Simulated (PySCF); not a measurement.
**Working out the ionisation energy of In**

In [Kr] 4d10 5s2 5p1 (2P) → In⁺ [Kr] 4d10 5s2 (1S). Calculation: PySCF 2.14, in def2-TZVPPD with the def2 core potential (28 electrons) (7s5p4d2f, 56 functions); scalar relativity through the core potential. Frozen: nothing. Energies in hartree (1 hartree = 27.21139 eV):

```
             part   In (lower)  In⁺ (upper)
              UHF  -189.210090  -189.018398
MP2 opposite-spin    -0.203241    -0.199134
    MP2 same-spin    -0.107300    -0.103107
```

Question: What does Hartree-Fock give?

Answer: (-189.018398) − (-189.210090) = 0.191692 hartree = 5.216 eV.

Question: What do MP2 and SCS-MP2 (6/5 opposite-spin, 1/3 same-spin) give?

Answer: The opposite-spin parts differ by 0.112 eV and the same-spin parts by 0.114 eV. MP2: 5.216 + (0.112) + (0.114) = 5.442 eV. SCS-MP2: 5.216 + 1.2 × (0.112) + (0.114)/3 = 5.388 eV.

Measured between the centres of the two terms (NIST): 5.603 eV, so MP2 (valence and next inner shell) is off by -0.161 eV.

What remains against the reference includes basis incompleteness and correlation beyond second order.
